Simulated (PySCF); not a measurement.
Correlation energy of Ar³⁺ (argon, charge +3)

[Ne] 3s2 3p3, high-spin 4S determinant. Computed with PySCF 2.14 in aug-cc-pVDZ-DK (5s4p2d, 27 functions), with scalar relativity by spin-free X2C-1e. Frozen: [Ne]; 5 electrons correlated.

| level | correlation energy (mhartree) |
| --- | --- |
| CCSD | -92.61 |
| (T) | -0.78 |
| CCSD(T) | -93.39 |
| CCSDT | -93.56 |

Diagnostics: T1 = 0.0013, D1 = 0.0038, largest double amplitude 0.052.

Cost of the coupled-cluster step: of the order of 0.09 core-seconds, for 5 correlated electrons.

Iterations:

```
CC2 = 0
CCSD nocc = (np.int64(4), np.int64(1)), nmo = (22, 22)
frozen orbitals [[0, 1, 2, 3, 4], [0, 1, 2, 3, 4]]
max_cycle = 100
direct = 0
conv_tol = 1e-08
conv_tol_normt = 1e-06
diis_space = 8
diis_start_cycle = 0
Init t2, MP2 energy = -0.073750687469011
Init E_corr(UCCSD) = -0.0737506874691543
cycle = 1  E_corr(UCCSD) = -0.0884861387074043  dE = -0.0147354512  norm(t1,t2) = 0.0336804
cycle = 2  E_corr(UCCSD) = -0.0915574083368575  dE = -0.00307126963  norm(t1,t2) = 0.00900742
cycle = 3  E_corr(UCCSD) = -0.0926298187787141  dE = -0.00107241044  norm(t1,t2) = 0.00290907
cycle = 4  E_corr(UCCSD) = -0.0926087596021869  dE = 2.10591765e-05  norm(t1,t2) = 0.000250582
cycle = 5  E_corr(UCCSD) = -0.0926089744426378  dE = -2.14840451e-07  norm(t1,t2) = 1.63445e-05
cycle = 6  E_corr(UCCSD) = -0.0926087213173424  dE = 2.53125295e-07  norm(t1,t2) = 2.19157e-06
cycle = 7  E_corr(UCCSD) = -0.0926088250540311  dE = -1.03736689e-07  norm(t1,t2) = 3.22838e-07
cycle = 8  E_corr(UCCSD) = -0.0926088077241385  dE = 1.73298926e-08  norm(t1,t2) = 6.5189e-08
cycle = 9  E_corr(UCCSD) = -0.0926088038735366  dE = 3.85060187e-09  norm(t1,t2) = 2.37792e-08
UCCSD converged
E(UCCSD) = -525.7470226644331  E_corr = -0.09260880387353665
UCCSD(T) correction = -0.000778229696666704
```
